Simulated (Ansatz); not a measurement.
`[OH][SnH][Cl]` radical, relaxed with UKS PBE0-D4/def2-TZVP in the Gaussian-basis code of Ansatz from a PBE-D4/def2-SVP geometry. The force threshold is 0.005 eV/Å; the program also tests the step.

Charge 0, multiplicity 2. Sn takes the def2 core potential.

Start:

```xyz
5

O     0.077    0.848   -1.162
Sn   -0.644    0.026    0.541
Cl    1.252   -0.896    1.704
H     0.890    1.366   -0.994
H    -1.576   -1.344   -0.089
```

```json
{"step": "1", "energy (eV)": "-20429.8000", "largest force (eV/Å)": "0.802", "largest move (Å)": "0.000"}
{"step": "2", "energy (eV)": "-20429.8627", "largest force (eV/Å)": "0.259", "largest move (Å)": "0.086"}
{"step": "3", "energy (eV)": "-20429.8684", "largest force (eV/Å)": "0.098", "largest move (Å)": "0.018"}
{"step": "4", "energy (eV)": "-20429.8688", "largest force (eV/Å)": "0.014", "largest move (Å)": "0.008"}
{"step": "5", "energy (eV)": "-20429.8689", "largest force (eV/Å)": "0.004", "largest move (Å)": "0.007"}
```

End:

```xyz
5

O     0.070    0.855   -1.106
Sn   -0.647    0.010    0.515
Cl    1.237   -0.838    1.642
H     0.907    1.307   -0.965
H    -1.567   -1.335   -0.085
```

Hardware: 2 threads of a server CPU on a shared host. Wall time 23 s, peak host memory 0.35 GiB.
